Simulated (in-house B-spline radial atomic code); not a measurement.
Configurations of the barium ion Ba³⁺, with energies counted from [Kr] 4d10 5s2 5p5. Computed with an all-electron radial atomic-structure program (B-spline basis): scalar-relativistic (X2C) wB97X, spin-polarised, spherical fractional occupations, Fermi nucleus of rms radius 4.8378 fm. Shells without spins written out take the highest spin.

Caution: exact exchange at fractional occupations of open shells leaves self-interaction of up to several eV.

Occupations are held fixed; configurations that lie above the ionisation limit could autoionise.

```
                                                            configuration  E - E(ref) (eV)  highest orbital  its <r> (bohr)
                                                    [Kr] 4d10 5s2 5p4 6s1           22.919            6s up           3.448
              [Kr] 4d(4 up, 5 down) 5s2 5p(2 up, 3 down) 5d(1 up, 0 down)           105.28            5d up           2.424
                                                     [Kr] 4d9 5s2 5p5 6d1           117.97            6d up           5.366
                                       [Ar] 3d10 4s2 4p5 4d10 4f1 5s2 5p5            195.3            4f up           1.214
                                       [Ar] 3d10 4s2 4p5 4d10 5s2 5p5 5d1           198.07            5d up           2.363
[Ar] 3d10 4s2 4p(2 up, 3 down) 4d10 5s2 5p(3 up, 2 down) 6s(1 up, 0 down)           199.85            6s up           3.392
 [Ar] 3d(5 up, 4 down) 4s2 4p6 4d10 4f(0 up, 1 down) 5s2 5p(3 up, 2 down)           797.95          4f down           1.172
```

(1) Order these further configurations by energy, lowest first.
A. [Kr] 4d10 5s(0 up, 1 down) 5p(3 up, 2 down) 6p(0 up, 1 down)
B. [Ar] 3d9 4s2 4p6 4d10 5s2 5p5 6d1
C. [Kr] 4d9 5s2 5p5 5d1
D. [Kr] 4d10 5s1 5p5 6p1
E. [Kr] 4d10 5s2 5p4 6p1

(2) How far above the reference does [Kr] 4d10 5s2 5p4 6f1 lie?

(3) How far above the reference does [Kr] 4d10 5s2 5p4 5d1 lie?

Results:

(1) E (29.033 eV), D (45.672 eV), A (47.281 eV), C (104.5 eV), B (814.28 eV).

(2) 39.805 eV; its least bound orbital is 6f up with <r> = 8.607 bohr.

(3) 21.702 eV; its least bound orbital is 5d up with <r> = 2.44 bohr.
